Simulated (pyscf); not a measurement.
Structures and frequencies: ωB97X-D3(BJ)/def2-SVP in PySCF.

Question: How much does it cost (ΔH, 298 K, ωB97M-D3(BJ)/def2-TZVP) to split `[CH2]=[CH][CH2][CH]([CH3])[OH]` at its C–C bond into •H₂C–CH=CH₂ + H₃C–CH•–OH?

Answer: C–C to •H₂C–CH=CH₂ + H₃C–CH•–OH: 70.9 kcal/mol. The 7 functionals that were run give +60.0 (r²SCAN) to +72.6 kcal/mol (M06-2X). The radicals are drawn with the spin at the cut bond; how far it spreads was not checked. H₂C=CH–CH₂–CH(CH₃)–OH lies 18.4 kcal/mol over its isomer H₃C–CH₂–CH₂–C(CH₃)=O, and others may lie lower still (electronic energy, ωB97M-D3(BJ)). Other isomers of •H₂C–CH=CH₂, H₃C–CH•–OH were not searched in full and may lie lower.
